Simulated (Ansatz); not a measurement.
Consider the redistribution: `FB(F)[SiH3]` + `C[SiH2]BN` → `C[SiH2]B[SiH3]` + `NB(F)F`.

Isolated molecules relaxed with PBE0-D4/def2-TZVP in Ansatz; ΔE leaves out vibrations. CBS: MP2 limit from def2 TZ/QZ plus the TZ coupled-cluster correction, frozen cores. DFT in def2-TZVPP. Each species was taken in one conformer, which may not be the lowest.

```csv
level,ΔE (kJ/mol)
r2SCAN-D4,21.4
ωB97X-V,25.7
PBE,32.8
r2SCAN,22.2
MP2/def2-TZVPP,26.0
HF/CBS(def2),10.0
MP2/CBS(def2),24.9
CCSD/CBS(def2),19.6
```

Q: What does CCSD(T)/CBS give? (Best estimate.)

A: Ansatz gave: +23.3 kJ/mol. The listed levels differ from it by -1.9, 2.4, 9.5, -1.1, 2.7, -13.3, 1.6, -3.7 kJ/mol.

Largest T1 diagnostic among the species: 0.014.

In def2-TZVPP, CCSD(T) changes the Hartree–Fock value by +14.9 kJ/mol (the triples alone add +3.7 kJ/mol) and MP2 by +16.5 kJ/mol. The D4 term adds −4.0 kJ/mol with B3LYP and −2.3 kJ/mol with PBE0; it sums over pairs of atoms, weighted by their polarisabilities, and B3LYP, whose exchange is more repulsive, gets the larger term. From PBE to PBE0 (25 % exact exchange), in def2-TZVPP and without D4, ΔE moves by −7.9 kJ/mol.

B3LYP here is the variant with VWN-RPA as its local correlation; programs differ in this.
